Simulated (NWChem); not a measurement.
Everything below was run with NWChem. System: H₄BClS, charge 0, spin multiplicity 1, at a geometry optimised with PBE0/def2-SVP. The structure started from a generated list of species. Level: CIS/6-31+G* (spherical d).

Job file:

```
start mol
memory heap 200 mb stack 900 mb global 1100 mb
geometry units angstroms nocenter noautoz
  B     -0.957629    -0.157926     0.000000
  H     -1.577814    -0.001796    -1.030927
  H     -1.577814    -0.001796     1.030927
  Cl     0.202034    -1.565463     0.000000
  S      0.151358     1.553851     0.000000
  H      1.043733     1.272235     0.978623
  H      1.043733     1.272235    -0.978623
  symmetry group Cs
end
basis spherical
  * library 6-31+g*
end
dft
  xc hfexch
  semidirect memsize 60000000 filesize 0
  iterations 100
end
tddft
  cis
  nroots 5
  notriplet
  thresh 1e-4
end
task tddft energy
```

NWChem printed:

```
             Northwest Computational Chemistry Package (NWChem) 7.3.0
             --------------------------------------------------------

                                NWChem Input Module
                                -------------------

 Scaling coordinates for geometry "geometry" by  1.889725989
 (inverse scale =  0.529177249)

 Turning off AUTOSYM since
 SYMMETRY directive was detected!

                             Geometry "geometry" -> ""
                             -------------------------

 Output coordinates in angstroms (scale by  1.889725989 to convert to a.u.)

  No.       Tag          Charge          X              Y              Z
 ---- ---------------- ---------- -------------- -------------- --------------
    1 B                    5.0000    -0.95762900    -0.15792600     0.00000000
    2 H                    1.0000    -1.57781400    -0.00179600    -1.03092700
    3 H                    1.0000    -1.57781400    -0.00179600     1.03092700
    4 Cl                  17.0000     0.20203400    -1.56546300     0.00000000
    5 S                   16.0000     0.15135800     1.55385100     0.00000000
    6 H                    1.0000     1.04373300     1.27223500     0.97862300
    7 H                    1.0000     1.04373300     1.27223500    -0.97862300

 Effective nuclear repulsion energy (a.u.)     131.0040468188

            Nuclear Dipole moment (a.u.)
            ----------------------------
        X                 Y               Z
 ---------------- ---------------- ----------------
    -0.0000018897    -0.0000132281     0.0000000000

      Symmetry information
      --------------------

 Group name             Cs
 Group number              2
 Group order               2
 No. of unique centers     5

      Symmetry unique atoms

     1    2    4    5    6


 Summary of "ao basis" -> "" (spherical)
 ------------------------------------------------------------------------------
       Tag                 Description            Shells   Functions and Types
 ---------------- ------------------------------  ------  ---------------------
 *                          6-31+g*                   on all atoms

  xc_inp: hfexch multiplicative factor not found.

                                 NWChem DFT Module
                                 -----------------

 Summary of "ao basis" -> "ao basis" (spherical)
 ------------------------------------------------------------------------------
       Tag                 Description            Shells   Functions and Types
 ---------------- ------------------------------  ------  ---------------------
 B                          6-31+g*                  8       18   4s3p1d
 H                          6-31+g*                  2        2   2s
 Cl                         6-31+g*                 10       22   5s4p1d
 S                          6-31+g*                 10       22   5s4p1d

 Summary of "ao basis" -> "ao basis" (spherical)
 ------------------------------------------------------------------------------
       Tag                 Description            Shells   Functions and Types
 ---------------- ------------------------------  ------  ---------------------
 B                          6-31+g*                  8       18   4s3p1d
 H                          6-31+g*                  2        2   2s
 Cl                         6-31+g*                 10       22   5s4p1d
 S                          6-31+g*                 10       22   5s4p1d

      Symmetry analysis of basis
[...]
     Occ.   18  a'  ---  Virt.   22  a'      -0.21085
     Occ.   18  a'  ---  Virt.   27  a'       0.08074
     Occ.   18  a'  ---  Virt.   30  a'      -0.12836
     Occ.   18  a'  ---  Virt.   38  a'       0.05107
     Occ.   19  a'  ---  Virt.   22  a'      -0.13153
     Occ.   19  a'  ---  Virt.   27  a'       0.05373
     Occ.   19  a'  ---  Virt.   30  a'      -0.07168
     Occ.   20  a'  ---  Virt.   22  a'      -0.82647
     Occ.   20  a'  ---  Virt.   23  a'       0.19153
     Occ.   20  a'  ---  Virt.   25  a'      -0.09901
     Occ.   20  a'  ---  Virt.   26  a'       0.18652
     Occ.   20  a'  ---  Virt.   27  a'       0.20228
     Occ.   20  a'  ---  Virt.   30  a'      -0.22088
     Occ.   20  a'  ---  Virt.   31  a'       0.09498
     Occ.   20  a'  ---  Virt.   35  a'      -0.06294
     Occ.   20  a'  ---  Virt.   36  a'      -0.05473
  ----------------------------------------------------------------------------
  Root   3 singlet a"             0.297014428 a.u.                8.0822 eV
  ----------------------------------------------------------------------------
     Transition Moments    X  0.00000   Y  0.00000   Z  0.13374
     Transition Moments   XX -0.00000  XY  0.00000  XZ  1.72590
     Transition Moments   YY  0.00000  YZ -1.39274  ZZ -0.00000
     Dipole Oscillator Strength                    0.0035414329
     Electric Quadrupole                           0.0000006863
     Magnetic Dipole                               0.0000015471
     Total Oscillator Strength                     0.0035436663

          sigma_e =   3.1868 Angstrom
          sigma_h =   1.6060 Angstrom
         |d_h->e| =   1.6114 Angstrom
            d_exc =   3.7858 Angstrom
            d_CD1 =   3.1922 Angstrom
            d_CD2 =  -0.7850 Angstrom
            d_CD3 =   5.3972 Angstrom
     Pearson C.C. =   0.0977

     Occ.   17  a"  ---  Virt.   23  a'       0.05189
     Occ.   17  a"  ---  Virt.   25  a'       0.06411
     Occ.   21  a"  ---  Virt.   22  a'      -0.82843
     Occ.   21  a"  ---  Virt.   23  a'       0.39943
     Occ.   21  a"  ---  Virt.   25  a'      -0.22795
     Occ.   21  a"  ---  Virt.   26  a'       0.17352
     Occ.   21  a"  ---  Virt.   30  a'      -0.06641
     Occ.   21  a"  ---  Virt.   31  a'       0.05327
     Occ.   21  a"  ---  Virt.   34  a'      -0.08481
     Occ.   21  a"  ---  Virt.   35  a'      -0.15942
     Occ.   21  a"  ---  Virt.   36  a'      -0.05850
  ----------------------------------------------------------------------------
  Root   4 singlet a"             0.319211385 a.u.                8.6862 eV
  ----------------------------------------------------------------------------
     Transition Moments    X  0.00000   Y  0.00000   Z -0.13421
     Transition Moments   XX -0.00000  XY  0.00000  XZ -0.49910
     Transition Moments   YY  0.00000  YZ  1.02457  ZZ  0.00000
     Dipole Oscillator Strength                    0.0038331128
     Electric Quadrupole                           0.0000002250
     Magnetic Dipole                               0.0000029083
     Total Oscillator Strength                     0.0038362461

          sigma_e =   3.3840 Angstrom
          sigma_h =   1.6484 Angstrom
         |d_h->e| =   0.3659 Angstrom
            d_exc =   3.6459 Angstrom
            d_CD1 =   2.1015 Angstrom
            d_CD2 =  -2.1503 Angstrom
            d_CD3 =   4.0118 Angstrom
     Pearson C.C. =   0.0905

     Occ.   17  a"  ---  Virt.   22  a'       0.08848
     Occ.   17  a"  ---  Virt.   31  a'      -0.06847
     Occ.   17  a"  ---  Virt.   32  a'      -0.07770
     Occ.   17  a"  ---  Virt.   34  a'       0.07033
     Occ.   17  a"  ---  Virt.   36  a'       0.06684
     Occ.   21  a"  ---  Virt.   22  a'      -0.37612
     Occ.   21  a"  ---  Virt.   23  a'      -0.66247
     Occ.   21  a"  ---  Virt.   25  a'       0.34939
     Occ.   21  a"  ---  Virt.   26  a'       0.22278
     Occ.   21  a"  ---  Virt.   27  a'       0.14595
     Occ.   21  a"  ---  Virt.   32  a'       0.21635
     Occ.   21  a"  ---  Virt.   34  a'      -0.28777
     Occ.   21  a"  ---  Virt.   35  a'       0.18998
     Occ.   21  a"  ---  Virt.   36  a'      -0.11444
  ----------------------------------------------------------------------------
  Root   5 singlet a"             0.321985423 a.u.                8.7617 eV
  ----------------------------------------------------------------------------
     Transition Moments    X  0.00000   Y  0.00000   Z  0.40463
     Transition Moments   XX -0.00000  XY  0.00000  XZ -1.01643
     Transition Moments   YY  0.00000  YZ -0.62817  ZZ  0.00000
     Dipole Oscillator Strength                    0.0351452119
     Electric Quadrupole                           0.0000002538
     Magnetic Dipole                               0.0000001784
     Total Oscillator Strength                     0.0351456441

          sigma_e =   3.0469 Angstrom
          sigma_h =   1.6469 Angstrom
         |d_h->e| =   0.8442 Angstrom
            d_exc =   3.3385 Angstrom
            d_CD1 =   2.2443 Angstrom
            d_CD2 =  -1.5027 Angstrom
            d_CD3 =   4.1826 Angstrom
     Pearson C.C. =   0.1558

     Occ.   17  a"  ---  Virt.   22  a'      -0.06128
     Occ.   17  a"  ---  Virt.   23  a'       0.06263
     Occ.   17  a"  ---  Virt.   25  a'      -0.16933
     Occ.   17  a"  ---  Virt.   31  a'       0.06266
     Occ.   17  a"  ---  Virt.   34  a'       0.06057
     Occ.   20  a'  ---  Virt.   24  a"      -0.06293
     Occ.   21  a"  ---  Virt.   22  a'      -0.10188
     Occ.   21  a"  ---  Virt.   23  a'       0.27938
     Occ.   21  a"  ---  Virt.   25  a'       0.59957
     Occ.   21  a"  ---  Virt.   26  a'      -0.27986
     Occ.   21  a"  ---  Virt.   27  a'      -0.37231
     Occ.   21  a"  ---  Virt.   30  a'       0.26695
     Occ.   21  a"  ---  Virt.   31  a'       0.18954
     Occ.   21  a"  ---  Virt.   32  a'       0.16482
     Occ.   21  a"  ---  Virt.   34  a'      -0.21703
     Occ.   21  a"  ---  Virt.   35  a'      -0.16579
     Occ.   21  a"  ---  Virt.   36  a'       0.19029
     Occ.   21  a"  ---  Virt.   38  a'       0.12730
     Occ.   21  a"  ---  Virt.   39  a'      -0.06062

              Target root =      1
          Target symmetry = none
      Ground state energy =   -884.010370624377
        Excitation energy =      0.278725532266
     Excited state energy =   -883.731645092111

  stored tddft:energy   -883.73164509211119

 Task  times  cpu:      150.0s     wall:      150.0s

 Total times  cpu:      150.0s     wall:      150.0s
```
